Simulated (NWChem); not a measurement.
MgSiNH5O; SMILES [Mg]([O][SiH3])[NH2]

```xyz
9

Mg     0.0018    -1.2357     0.0001
N     -0.0029    -3.1284    -0.0003
H      0.8188    -3.7397    -0.0005
H     -0.8285    -3.7343     0.0001
O      0.0068     0.5797     0.0009
Si    -0.0022     2.2295    -0.0003
H     -0.0354     2.7836    -1.4060
H      1.2273     2.7901     0.6764
H     -1.2077     2.7776     0.7282
```
Atoms are numbered in this order, from 1.

Computed with NWChem. Coordinates come from a PBE-D3(BJ)/def2-SVP optimisation. Ions are spin-unrestricted doublets at the neutral geometry; other ion states weren't tried.

For level CAM-B3LYP/def2-SVP:

* **vertical ionisation energy, ΔSCF (eV)**: 9.01
* **−ε(HOMO) (eV)**: 7.81

**Question.** What are these values for level PBE0/def2-SVP?

**Answer.** 
- vertical ionisation energy, ΔSCF (eV): 8.73
- −ε(HOMO) (eV): 6.37
